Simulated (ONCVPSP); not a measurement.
What the settings do to the ONCV potential of Hg

Base potential:

ONCVPSP 4.0.1 input, shortened (lines: element, Z, core and valence counts, functional; n l f; lmax; l rc ep ncon nbas qcut; lloc lpopt rc5 dvloc0; l nproj debl; icmod fcfact rcfact), PBE, scalar-relativistic:

```
  Hg 80.00    9    5        4      upf
    1    0    2.00
    2    0    2.00
    2    1    6.00
    3    0    2.00
    3    1    6.00
    3    2   10.00
    4    0    2.00
    4    1    6.00
    4    2   10.00
    4    3   14.00
    5    0    2.00
    5    1    6.00
    5    2   10.00
    6    0    1.00
    3
    0    1.55    0.00    5    8    6.40
    1    1.05    0.00    5    9    8.40
    2    2.15    0.00    4    9    6.90
    3    0.60    0.00    3    8   31.70
    3    5    0.60    0.00
    0    2    3.60
    1    3    0.60
    2    3    1.40
    3    0    3.80
    3    3.25    1.20
```

In the p channel the program set the typed energies aside and used -2.779, 0.250, 0.850 Ha.

Cutoffs, loose and tight: the cutoffs (Ha) at which the residual kinetic energy of the hardest occupied pseudo-wave falls to 1 and 0.1 mHa per electron. They do not see the model core or the augmentation charge, which bear on the density cutoff. Test errors are all-electron minus pseudo excitation energies from the reference, over the configurations 4f14 5s2 5p6 5d10 6s2; 4f14 5s2 5p6 5d10 6s0; 4f14 5s2 5p6 5d9 6s0; 4f14 5s2 5p6 5d10 6s1.5. A dash means not determined; rows that change the core or the reference have their own tests.

A true bound ghost makes a file unfit for plane-wave use even where its test errors are small: the radial tests pick states by their node count and pass the ghost by.

| change | outcome | cutoff, loose | cutoff, tight | bound ghosts | GHOST(+) flags above zero | largest test error (meV) |
| --- | --- | --- | --- | --- | --- | --- |
| base | generated, projector energies reset by the program | 393 Ha | 432 Ha | s, p, d | p | -13 |
| f: rc 0.44 | generated, projector energies reset by the program | 486 Ha | 1494 Ha | s, p, d | p | -13 |
| f: rc 0.5 | generated, projector energies reset by the program | 441 Ha | 480 Ha | s, p, d | p | -13 |
| f: rc 0.58 | generated, projector energies reset by the program | 400 Ha | 439 Ha | s, p, d | p | -13 |
| f: rc 0.64 | generated, projector energies reset by the program | 376 Ha | 414 Ha | s, p, d | p | -12 |
| f: rc 0.7 | generated, projector energies reset by the program | 343 Ha | 380 Ha | s, p, d | none | -12 |
| f: rc 0.8 | generated, projector energies reset by the program | 285 Ha | 315 Ha | s, p, d | s, p | -13 |
| f: rc 0.86 | generated, projector energies reset by the program | 285 Ha | 319 Ha | s, p, d | s, p | -13 |

Reading the sweep of the f radius (base included, trends over the rows without a ghost): Bound ghosts are found at 0.44, 0.5, 0.58, 0.6, 0.64, 0.7, 0.8, 0.86 bohr. Every judged row has one, so this setting neither creates nor removes them.
